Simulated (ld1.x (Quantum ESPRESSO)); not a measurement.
**Building the TM potential for C (Z = 6) (PBEsol, scalar-relativistic).**

```json
{"Element": "C", "Generator": "ld1.x (Quantum ESPRESSO) 7.5", "Type": "norm-conserving Troullier–Martins (Kleinman–Bylander form)", "Functional": "PBEsol", "Relativity": "scalar-relativistic", "Frozen core": "[He]", "Valence charge": "4", "Reference configuration": "2s2 2p2", "Partial waves": "2p (bound): rc 1.45 bohr; 2s (bound): rc 0.85 bohr", "Local potential": "the s channel", "Core correction": "none"}
```

All-electron outer shells of the reference configuration (PBEsol, scalar-relativistic, ld1.x):

| shell | level (eV) | outermost node (bohr) | outermost maximum (bohr) |
| --- | --- | --- | --- |
| 1s | -272.04 | – | 0.18 |
| 2s | -13.65 | 0.38 | 1.22 |
| 2p | -5.23 | – | 1.20 |

Question: Does the generator finish with these settings?

Answer: Yes, a potential is produced and its reference levels are reproduced.

Question: Estimate the cutoffs (Ry, on a coarse ladder) from which the occupation-weighted sum of valence levels, in a spherical-Bessel basis at the reference potential, stays within 10 and 1 mRy of its value at 400 Ry.

Answer: 80 Ry and 180 Ry.

Question: Does the potential have ghost states?

Answer: No extra level below or beside the all-electron valence levels (p, s, d, f tested).

Question: Which valence shell sets the plane-wave cutoff?

Answer: 2s: its level needs 120 Ry to come within 1 mRy, against 50 Ry for 2p.

Question: Tests: 2s2 2p1; 2s2 2p0; 2s1 2p0; 2s1 2p2; 2s0 2p4; 2s1 2p3; 2s2 2p2.3. Which has the largest error in its energy relative to the reference configuration, and how large is it?

Answer: 2s1 2p0, with +307 meV (all-electron minus pseudo) on +82.77 eV.
